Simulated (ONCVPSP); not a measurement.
platinum: variants of one ONCV potential

Base potential:

| Property | Result |
| --- | --- |
| Element | platinum (Pt) |
| Generator | ONCVPSP 4.0.1 |
| Type | optimised norm-conserving Vanderbilt (ONCV) |
| Functional | PBE |
| Relativity | fully relativistic |
| Frozen core | [Xe] |
| Valence charge | 24 |
| Reference configuration | 4f14 5d9 6s0.5 6p0.5 |
| Partial waves | 6s: rc 2.25 bohr, ncon 3, nbas 7, qcut 2.5 1/bohr, 3 projectors, debl 2.6 Ha; 6p: rc 3.10 bohr, ncon 4, nbas 6, qcut 3.2 1/bohr, 3 projectors, debl 1 Ha; 5d: rc 1.60 bohr, ncon 4, nbas 7, qcut 6.2 1/bohr, 2 projectors, debl 1.3 Ha; 4f: rc 0.65 bohr, ncon 5, nbas 10, qcut 26.9 1/bohr, 2 projectors, debl 2.7 Ha |
| Local potential | polynomial inside 0.55 bohr (lpopt 4, dvloc0 0 Ha) |
| Core correction | none |

Open shells are filled in proportion to 2j + 1.

All-electron outer shells of the reference configuration (PBE, scalar-relativistic, ld1.x):

| shell | level (eV) | outermost node (bohr) | outermost maximum (bohr) |
| --- | --- | --- | --- |
| 5s | -102.91 | 0.49 | 0.87 |
| 4f | -71.15 | – | 0.38 |
| 5p | -57.12 | 0.53 | 0.98 |
| 5d | -7.20 | 0.57 | 1.26 |
| 6s | -6.46 | 1.14 | 2.35 |
| 6p | -1.40 | 1.36 | 3.55 |

Cutoffs, loose and tight: the cutoffs (Ha) at which the residual kinetic energy of the hardest occupied pseudo-wave falls to 1 and 0.1 mHa per electron. They do not see the model core or the augmentation charge, which bear on the density cutoff. Test errors are all-electron minus pseudo excitation energies from the reference, over the configurations 4f14 5d9 6s1 6p0; 4f14 5d9 6s0 6p0; 4f14 5d8 6s0 6p0; 4f14 5d9 6s0.5 6p0. A dash means not determined; rows that change the core or the reference have their own tests. The largest error is taken over the tests solved by every variant that gives reliable tests at all: 4f14 5d9 6s0 6p0; 4f14 5d9 6s0.5 6p0; 4f14 5d9 6s1 6p0.

A true bound ghost makes a file unfit for plane-wave use even where its test errors are small: the radial tests pick states by their node count and pass the ghost by.

| change | outcome | cutoff, loose | cutoff, tight | bound ghosts | GHOST(+) flags above zero | largest test error (meV) |
| --- | --- | --- | --- | --- | --- | --- |
| base | generated | 326 Ha | 356 Ha | s, p3/2, p1/2 | s, p3/2, d5/2, p1/2 | +3.6 |
| p: qcut 2.2 | generated | 326 Ha | 356 Ha | s, p3/2, p1/2 | s, p3/2, d5/2, p1/2 | +3.7 |
| p: nbas 8 | generated | 326 Ha | 356 Ha | s, p3/2, p1/2 | s, p3/2, d5/2, p1/2 | +3.5 |
| local potential polynomial inside 0.50 bohr (lpopt 4, dvloc0 3 Ha) | generated | 326 Ha | 356 Ha | s, p3/2, p1/2 | p3/2, d5/2, p1/2, d3/2 | +3.7 |
| p: debl 2.1 | generated | 326 Ha | 356 Ha | s, p3/2, p1/2 | s, p3/2, d5/2, p1/2 | +3.6 |
| d: rc 1.18 | generated | 326 Ha | 356 Ha | s, p3/2, p1/2 | s, p3/2, d5/2, p1/2 | +3.6 |

Question: What comes out with this change to the base: d: qcut 4.1?

Answer: outcome: generated; cutoff, loose: 326 Ha; cutoff, tight: 356 Ha; bound ghosts: s, p3/2, d5/2, p1/2, d3/2; GHOST(+) flags above zero: s, p3/2, p1/2; largest test error (meV): +4.2.

Question: What comes out with this change to the base: scalar-relativistic?

Answer: outcome: generated; cutoff, loose: 326 Ha; cutoff, tight: 355 Ha; bound ghosts: s, p; GHOST(+) flags above zero: s, p, d; largest test error (meV): +0.9.
